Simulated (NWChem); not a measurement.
System: NaF; SMILES [F][Na]

```xyz
2

Na     0.0000     0.0000    -0.8567
F      0.0000     0.0000     1.0316
```
Atoms are numbered in this order, from 1.

Computed with NWChem. Geometry optimised at PBE0/def2-SVP; all other runs use it. Pople sets run with spherical d functions.

```tsv
quantity	level	value
vertical ionisation energy, ΔSCF (eV)	B3LYP/6-31+G*	…
vertical, lowest state with f > 0.02, singlet (eV)	PBE/def2-SVPD, full TDDFT	3.58
first 1s excitation (eV), F K edge, unshifted	B3LYP/def2-TZVP, TDA	663.3
anisotropy (bohr³) at 1065 nm	PBE0/Sadlej pVTZ	…
dipole (D)	PBE0/def2-SVP	…
highest harmonic frequency (cm⁻¹)	PBE0/def2-SVP	600
```

Task: What belongs in the gaps?

Result: 
- vertical ionisation energy, ΔSCF (eV), value: 10.51
- anisotropy (bohr³) at 1065 nm, value: 2.2
- dipole (D), value: 7.32
